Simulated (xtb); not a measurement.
sulfuric acid (H2O4S), singlet, at a GFN2-xTB geometry; GFN2-xTB in xtb.

The xtb input:
```
$ xtb coord --gfn 2 --json

# file coord
$coord
     -1.0444683910       2.5563984845       0.5875956553  o
     -0.1519692616      -0.2375222655      -0.0202991924  s
     -1.1844225282      -0.9231812896      -2.3916134972  o
     -0.5185759219      -1.7385416096       2.1641366945  o
      2.7953162561       0.1801112331      -0.3537274020  o
     -1.4950574660       3.3093613329      -0.9909568084  h
      3.5437702368      -0.1072998966       1.2646121492  h
$end
```

Output, abridged:

```
   ID    Z sym.   atoms
    1    8 o      1, 3-5
    2   16 s      2
    3    1 h      6, 7

           -------------------------------------------------
          |                Calculation Setup                |
           -------------------------------------------------

           -------------------------------------------------
          |                 G F N 2 - x T B                 |
           -------------------------------------------------

          ...................................................
          :                      SETUP                      :
          :.................................................:
          :  # basis functions                  28          :
          :  # atomic orbitals                  27          :
          :  # shells                           13          :
          :  # electrons                        32          :
          :  max. iterations                   250          :
          :  Hamiltonian                  GFN2-xTB          :
          :  restarted?                      false          :
          :  GBSA solvation                  false          :
          :  PC potential                    false          :
          :  electronic temp.          300.0000000     K    :
          :  accuracy                    1.0000000          :
          :  -> integral cutoff          0.2500000E+02      :
          :  -> integral neglect         0.1000000E-07      :
          :  -> SCF convergence          0.1000000E-05 Eh   :
          :  -> wf. convergence          0.1000000E-03 e    :
          :  Broyden damping             0.4000000          :
          :  net charge                          0          :
          :  unpaired electrons                  0          :
          ...................................................

 iter      E             dE          RMSdq      gap      omega  full diag
   1    -20.6314252 -0.206314E+02  0.938E+00   10.04       0.0  T
   2    -20.6453709 -0.139457E-01  0.551E+00    9.36       1.0  T
   3    -20.6516583 -0.628740E-02  0.110E+00    8.82       1.0  T
   4    -20.6525968 -0.938512E-03  0.646E-01    8.85       1.0  T
   5    -20.6531404 -0.543605E-03  0.222E-01    8.84       1.0  T
   6    -20.6532293 -0.889265E-04  0.804E-02    8.83       1.0  T
   7    -20.6532306 -0.127109E-05  0.156E-02    8.82       2.4  T
   8    -20.6532307 -0.109768E-06  0.599E-03    8.82       6.3  T
   9    -20.6532308 -0.428396E-07  0.115E-03    8.82      32.9  T
[...]
         :: total energy             -20.551860082394 Eh    ::
[...]
             Fermi-level           -0.3105350 Eh           -8.4501 eV

     #   Z          covCN         q      C6AA      α(0)
     1   8 o        1.664    -0.557    24.152     6.634
     2  16 s        3.520     1.621    90.582    16.019
     3   8 o        0.860    -0.617    26.534     6.906
     4   8 o        0.860    -0.617    26.534     6.906
     5   8 o        1.664    -0.557    24.152     6.634
     6   1 h        0.848     0.363     0.553     1.165
     7   1 h        0.848     0.363     0.553     1.165

 Mol. C6AA /au·bohr⁶  :        957.713283
 Mol. C8AA /au·bohr⁸  :      25965.189747
 Mol. α(0) /au        :         45.430881

Wiberg/Mayer (AO) data.
largest (>0.10) Wiberg bond orders for each atom

 ---------------------------------------------------------------------------
     #   Z sym  total        # sym  WBO       # sym  WBO       # sym  WBO
 ---------------------------------------------------------------------------
     1   8 o    2.015 --     2 s    0.938     6 h    0.850
     2  16 s    4.936 --     3 o    1.522     4 o    1.522     1 o    0.938
                             5 o    0.938
     3   8 o    1.839 --     2 s    1.522     4 o    0.137
     4   8 o    1.839 --     2 s    1.522     3 o    0.137
     5   8 o    2.015 --     2 s    0.938     7 h    0.850
     6   1 h    0.868 --     1 o    0.850
     7   1 h    0.868 --     5 o    0.850
 ---------------------------------------------------------------------------

Topologies differ in total number of bonds
Writing topology from bond orders to xtbtopo.mol

molecular dipole:
                 x           y           z       tot (Debye)
 q only:        0.573       0.896       0.077
   full:        0.710       1.109       0.095       3.355
molecular quadrupole (traceless):
                xx          xy          yy          xz          yz          zz
 q only:        3.278      -2.851       1.186       3.014      -1.613      -4.464
  q+dip:        3.624      -3.301       1.249       3.722      -2.054      -4.874
   full:        3.816      -3.509       1.274       3.858      -2.132      -5.091

           -------------------------------------------------
          | TOTAL ENERGY              -20.551860082394 Eh   |
          | GRADIENT NORM               0.000050476902 Eh/α |
          | HOMO-LUMO GAP               8.823292034986 eV   |
           -------------------------------------------------

normal termination of xtb
```
